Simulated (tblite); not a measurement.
Compound: C5H16BNSi.
Atom-mapped SMILES: `[BH3-:1][N@@H+:2]([SiH3:3])[C@@H:4]1[CH2:5][CH2:6][C@H:7]1[CH3:8]` (hydrogens: H9, H10, H11 on B1; H12 on N2; H13, H14, H15 on Si3; H16 on C4; H17, H18 on C5; H19, H20 on C6; H21 on C7; H22, H23, H24 on C8)

Computed with GFN2-xTB (tblite), gas phase: L-BFGS steps from a force-field or distance-geometry start until the largest atomic force falls under 0.01 eV/Å.

At the end of the run (lengths in Å): B1–N2 1.676, N2–Si3 1.788, N2–H12 1.016, C4–H16 1.091, C8–H22 1.088, C6–H19 1.088, C5–H18 1.090, Si3–N2–C4 115.7°, N2–C4–C5 117.4°, C4–C7–C8 116.9°, N2–C4–C7 117.4°, B1–N2–C4–C5 167°, N2–C4–C5–C6 -133°, C4–C5–C6–C7 12°, H12–N2–Si3–H13 -81°, H17–C5–C4–N2 108°.

Task: These geometries were met on the way; a selection of coordinates is given. Order them by energy above the end point, lowest first.
A. B1–N2 1.662, N2–Si3 1.783, N2–H12 1.022, C4–H16 1.101, C8–H22 1.080, C6–H19 1.081, C5–H18 1.085, Si3–N2–C4 113.7°, N2–C4–C5 113.6°, C4–C7–C8 115.0°, N2–C4–C7 116.7°, B1–N2–C4–C5 170°, N2–C4–C5–C6 -119°, C4–C5–C6–C7 0°, H12–N2–Si3–H13 -61°, H17–C5–C4–N2 125°
B. B1–N2 1.675, N2–Si3 1.790, N2–H12 1.017, C4–H16 1.092, C8–H22 1.089, C6–H19 1.087, C5–H18 1.089, Si3–N2–C4 114.6°, N2–C4–C5 115.5°, C4–C7–C8 115.0°, N2–C4–C7 117.3°, B1–N2–C4–C5 169°, N2–C4–C5–C6 -120°, C4–C5–C6–C7 0°, H12–N2–Si3–H13 -63°, H17–C5–C4–N2 121°
C. B1–N2 1.598, N2–Si3 1.809, N2–H12 1.032, C4–H16 1.115, C8–H22 1.097, C6–H19 1.096, C5–H18 1.101, Si3–N2–C4 111.6°, N2–C4–C5 113.3°, C4–C7–C8 113.9°, N2–C4–C7 114.8°, B1–N2–C4–C5 171°, N2–C4–C5–C6 -118°, C4–C5–C6–C7 1°, H12–N2–Si3–H13 -60°, H17–C5–C4–N2 128°
D. B1–N2 1.690, N2–Si3 1.787, N2–H12 1.016, C4–H16 1.086, C8–H22 1.087, C6–H19 1.082, C5–H18 1.083, Si3–N2–C4 114.8°, N2–C4–C5 114.6°, C4–C7–C8 115.4°, N2–C4–C7 117.7°, B1–N2–C4–C5 169°, N2–C4–C5–C6 -120°, C4–C5–C6–C7 0°, H12–N2–Si3–H13 -62°, H17–C5–C4–N2 122°
E. B1–N2 1.547, N2–Si3 1.829, N2–H12 1.047, C4–H16 1.122, C8–H22 1.118, C6–H19 1.115, C5–H18 1.116, Si3–N2–C4 110.3°, N2–C4–C5 113.5°, C4–C7–C8 113.0°, N2–C4–C7 113.6°, B1–N2–C4–C5 172°, N2–C4–C5–C6 -117°, C4–C5–C6–C7 1°, H12–N2–Si3–H13 -59°, H17–C5–C4–N2 129°

Result: B (0.051 eV), D (0.086 eV), A (0.140 eV), C (0.283 eV), E (0.486 eV).

```json
{"step": "12", "E above end (eV)": "0.051", "rms distance from the end, all atoms (Å)": "0.283", "largest force (eV/Å)": "0.095", "rms shift of all bonds from the end (Å)": "0.002"}
{"step": "4", "E above end (eV)": "0.086", "rms distance from the end, all atoms (Å)": "0.288", "largest force (eV/Å)": "0.358", "rms shift of all bonds from the end (Å)": "0.006"}
{"step": "2", "E above end (eV)": "0.140", "rms distance from the end, all atoms (Å)": "0.289", "largest force (eV/Å)": "0.498", "rms shift of all bonds from the end (Å)": "0.007"}
{"step": "1", "E above end (eV)": "0.283", "rms distance from the end, all atoms (Å)": "0.292", "largest force (eV/Å)": "1.079", "rms shift of all bonds from the end (Å)": "0.019"}
{"step": "0", "E above end (eV)": "0.486", "rms distance from the end, all atoms (Å)": "0.294", "largest force (eV/Å)": "2.044", "rms shift of all bonds from the end (Å)": "0.033"}
```

Rows stand in the order of the answer.
